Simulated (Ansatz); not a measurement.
Cartesian coordinates in Å:
```
O 0.327 1.130 -0.889
Hf -0.176 -0.293 0.241
F -2.040 -0.575 0.072
Cl 0.305 0.260 2.466
Br 1.034 -2.378 -0.429
H 0.551 1.857 -1.462
```

The species carries charge 0 and has multiplicity 1. Hf: def2 effective core potential.

(1) List the r2SCAN/def2-TZVPP orbital energies in eV (the Gaussian-basis code of Ansatz). (Best estimate.)

Answers

(1) The calculation gave: Occupied: -13121.93, -2753.34, -1695.16, -1525.89, -1525.87, -1525.87, -666.17, -516.67, -254.75, -234.81, -193.22, -193.18, -193.17, -174.95, -174.88, -174.88, -68.81, -68.79, -68.78, -68.73, -68.73, -67.24, -36.66, -36.33, -36.10, -29.93, -26.27, -20.98, -19.80, -13.92, -11.40, -10.87, -10.85, -9.81, -9.55, -9.30, -8.94, -8.71, -8.54, -7.95, -7.89. Lowest empty: -1.92, -1.64, -1.10, -0.92, -0.57, -0.47, 1.28, 2.64.
